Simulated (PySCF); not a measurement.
**Electron correlation in Bi²⁺ (bismuth, charge +2)**

[Xe] 4f14 5d10 6s2 7s1, 2S determinant (an excited configuration). All numbers are calculated (PySCF 2.14, scalar relativity by spin-free X2C-1e, in x2c-TZVPPall with one added diffuse shell each of s, p, d, f type (12s8p7d4f, 99 functions)). Frozen: [Xe] 4f14 5d10; 3 electrons correlated.

```csv
level,correlation energy (mhartree)
CCSD,-37.40
(T),-0.64
CCSD(T),-38.04
```

Diagnostics: T1 = 0.0089, D1 = 0.0217, largest double amplitude 0.070.

The outer electron is Rydberg-like, and this basis confines it to a smaller radius and binds it less than a complete one would.

Cost of the coupled-cluster step: of the order of 8 core-seconds, for 3 correlated electrons.
